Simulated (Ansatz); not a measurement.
One change: `N=C([SiH3])CI` becomes `CCC(=N)[SiH3]`.

Ansatz, PBE0-D4/def2-TZVP geometries, multiplicity 1. Each molecule was computed in one conformer, which needn't be the lowest.

Elements past krypton have def2 core potentials.

```
                                          property  `N=C([SiH3])CI`
                 LUMO energy (PBE/def2-TZVPP) / eV            -2.67
size of the dipole moment (ωB97M-V/def2-TZVPP) / D             1.90
               HOMO–LUMO gap (PBE/def2-TZVPP) / eV             3.47
              HOMO–LUMO gap (PBE0/def2-TZVPP) / eV             5.74
             HOMO energy (ωB97M-V/def2-TZVPP) / eV            -9.68
           HOMO–LUMO gap (ωB97M-V/def2-TZVPP) / eV            10.00
```

(1) Give the same properties after the change, and the shifts. (An estimate is asked.)

Results:

(1) The calculation gave: 
```
                                          property  `CCC(=N)[SiH3]`  shift
                 LUMO energy (PBE/def2-TZVPP) / eV            -1.72   0.95
size of the dipole moment (ωB97M-V/def2-TZVPP) / D             2.46   0.56
               HOMO–LUMO gap (PBE/def2-TZVPP) / eV             4.08   0.61
              HOMO–LUMO gap (PBE0/def2-TZVPP) / eV             6.59   0.85
             HOMO energy (ωB97M-V/def2-TZVPP) / eV            -9.55   0.13
           HOMO–LUMO gap (ωB97M-V/def2-TZVPP) / eV            11.08   1.08
```

With PBE0 the HOMO rises by 0.23 eV and the LUMO rises by 1.08 eV, so the gap widens by about 0.85 eV. PBE moves the HOMO by 0.34 eV and ωB97M-V by 0.13 eV. Dipoles are sizes alone; their direction can turn.

Spin–orbit coupling is left out; it splits and shifts lone-pair levels of the heavy atoms by tenths of an eV.
